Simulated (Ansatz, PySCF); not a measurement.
System: diboron tetrafluoride, B2F4, net charge 0, singlet state. 
Structure (B3LYP-D3(BJ)/def2-TZVP (Ansatz, a quantum-chemistry and plane-wave program) minimum search):
```
B
F 1 1.3221
F 1 1.3221 2 116.89
B 1 1.7178 2 121.55 3 -180.00
F 4 1.3221 1 121.55 2 90.00
F 4 1.3221 5 116.89 1 -180.00
```
Charge 0, spin multiplicity 1.

Total electronic energies in hartree. Valence correlation only, unless marked. Spin-orbit coupling is left out. Non-relativistic unless marked X2C. CBS marks a two-point X^-3 extrapolation of the correlation energy; Hartree-Fock from the larger set.

```json
[
 {"level": "HF/def2-TZVPD", "program": "PySCF", "energy (Eh)": "-447.56926"},
 {"level": "SVWN5/def2-TZVPD", "program": "Ansatz", "energy (Eh)": "-446.44402"},
 {"level": "BLYP/def2-TZVPD", "program": "Ansatz", "energy (Eh)": "-449.46159"},
 {"level": "revPBE-D3(BJ)/def2-TZVPD", "program": "Ansatz + dftd3", "energy (Eh)": "-449.35173"},
 {"level": "r2SCAN/def2-TZVPD", "program": "Ansatz", "energy (Eh)": "-449.30878"},
 {"level": "PBE0-D3(BJ)/def2-TZVP", "program": "Ansatz + dftd3", "energy (Eh)": "-449.05476"},
 {"level": "PBE0-D3(BJ)/def2-TZVPD", "program": "Ansatz + dftd3", "energy (Eh)": "-449.05611"},
 {"level": "PBE0/def2-TZVP", "program": "Ansatz", "energy (Eh)": "-449.05242"},
 {"level": "TPSSh-D4/def2-TZVPD", "program": "PySCF + dftd4", "energy (Eh)": "-449.49421"},
 {"level": "HSE06/def2-TZVPD", "program": "Ansatz", "energy (Eh)": "-449.03497"},
 {"level": "wB97X-V/def2-TZVPD", "program": "Ansatz", "energy (Eh)": "-449.35720"},
 {"level": "wB97X/def2-TZVPD", "program": "Ansatz", "energy (Eh)": "-449.40422"},
 {"level": "RPA@PBE/cc-pVTZ", "program": "Ansatz", "energy (Eh)": "-449.24126"},
 {"level": "MP2/aug-cc-pVDZ", "program": "Ansatz", "energy (Eh)": "-448.36384"},
 {"level": "MP2/cc-pwCVTZ", "program": "Ansatz", "energy (Eh)": "-448.75584"},
 {"level": "RI-MP2/CBS(cc-pVTZ,cc-pVQZ)", "program": "Ansatz", "energy (Eh)": "-448.9400"},
 {"level": "SCS-MP2/cc-pwCVTZ", "program": "Ansatz", "energy (Eh)": "-448.72263"},
 {"level": "CCSD/aug-cc-pVTZ", "program": "Ansatz", "energy (Eh)": "-448.75620"},
 {"level": "CCSD(T)/cc-pVDZ", "program": "PySCF", "energy (Eh)": "-448.30447"},
 {"level": "CCSD(T)/cc-pwCVTZ", "program": "Ansatz", "energy (Eh)": "-448.79584"},
 {"level": "CCSD(T)/cc-pVQZ", "program": "Ansatz", "energy (Eh)": "-448.90276"},
 {"level": "X2C-CCSD(T)/cc-pVTZ-DK", "program": "Ansatz", "energy (Eh)": "-449.12310"},
 {"level": "CCSD(T)/CBS(cc-pVTZ,cc-pVQZ)", "program": "Ansatz", "energy (Eh)": "-448.9785"}
]
```

Totals of different functionals don't rank their quality; only differences between species are comparable.
